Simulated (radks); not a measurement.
Isoelectronic series with 9 electrons, all held in the configuration [He] 2s2 2p5, which need not be the ground one along the series. Calculated with a radial shooting solver on a logarithmic mesh with Libxc functionals: scalar-relativistic Kohn-Sham, PBE, spin-polarised, spherical densities, point nucleus; open shells are filled with parallel spins first (spin-orbit coupling, left out, can overturn this in heavy ions). Total energies (hartree) and orbital eigenvalues (eV):

ion    E (hartree)    2p down      2p up    2s down      2s up
Sn41+  -4475.96909  -6600.779  -6618.614  -7003.402  -7018.179
Sb42+  -4669.90122  -6911.728  -6929.971  -7336.324  -7351.446
Te43+  -4868.35909  -7230.150  -7248.799  -7677.936  -7693.405
I44+   -5071.37970  -7556.074  -7575.131  -8028.335  -8044.151
Xe45+  -5279.00134  -7889.530  -7908.996  -8387.618  -8403.786
Cs46+   -5491.2636  -8230.550  -8250.426  -8755.891  -8772.411
Ba47+   -5708.2075  -8579.168  -8599.454  -9133.260  -9150.135
La48+   -5929.8754  -8935.414  -8956.113  -9519.837  -9537.069
Ce49+   -6156.3110  -9299.325  -9320.436  -9915.737  -9933.329
Pr50+   -6387.5599  -9670.933  -9692.458  -10321.08  -10339.03
Nd51+   -6623.6688  -10050.28  -10072.21  -10735.99  -10754.31
Pm52+   -6864.6864  -10437.39  -10459.74  -11160.60  -11179.29
Sm53+   -7110.6630  -10832.30  -10855.08  -11595.04  -11614.09
Eu54+   -7361.6505  -11235.07  -11258.26  -12039.45  -12058.88
Gd55+   -7617.7029  -11645.71  -11669.32  -12493.98  -12513.78
Tb56+   -7878.8760  -12064.28  -12088.31  -12958.77  -12978.95
Dy57+   -8145.2276  -12490.80  -12515.26  -13433.99  -13454.55
